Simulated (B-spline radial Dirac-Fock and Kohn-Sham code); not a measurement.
# Elastic and transport cross sections of osmium for electrons

These are calculated numbers from a radial B-spline solver; the model is relativistic (Dirac) partial waves in the static field of the Dirac-Fock atom with Furness-McCarthy exchange, without polarisation or absorption potentials. σ_tr1 and σ_tr2 weight the cross section with 1 − P₁ and 1 − P₂ of cos θ; "backward" is the share scattered beyond 90°.

```csv
energy (eV),σ (a₀²),σ_tr1 (a₀²),σ_tr2 (a₀²),σ/σ_tr1,backward (%)
1500,8.29,1.70,1.48,4.88,9.2
2000,7.19,1.25,1.16,5.74,7.5
2030,7.14,1.23,1.15,5.80,7.4
2540,6.38,0.951,0.960,6.70,6.1
2630,6.26,0.913,0.933,6.86,5.9
3000,5.85,0.778,0.836,7.52,5.2
3130,5.73,0.739,0.806,7.75,5.0
3240,5.62,0.708,0.783,7.95,4.8
4210,4.90,0.507,0.618,9.68,3.7
4810,4.57,0.425,0.544,10.7,3.2
5000,4.47,0.404,0.523,11.1,3.1
7450,3.60,0.234,0.344,15.3,2.1
10000,?,?,?,?,?
10200,3.01,0.150,0.240,20.0,1.5
14600,2.45,0.0894,0.155,27.4,1.0
15300,2.38,0.0834,0.146,28.6,0.95
18400,2.14,0.0635,0.115,33.6,0.77
19700,2.05,0.0574,0.105,35.7,0.71
20000,2.03,0.0561,0.103,36.2,0.69
22900,1.87,0.0458,0.0862,40.9,0.59
24600,1.79,0.0411,0.0783,43.6,0.54
```

Question: Fill in the row for 10 keV.

Answer: σ = 3.05 a₀², σ_tr1 = 0.155 a₀², σ_tr2 = 0.246 a₀², σ/σ_tr1 = 19.7, backward 1.5 %. The ratio σ/σ_tr1 is roughly the number of elastic collisions that randomise the direction.
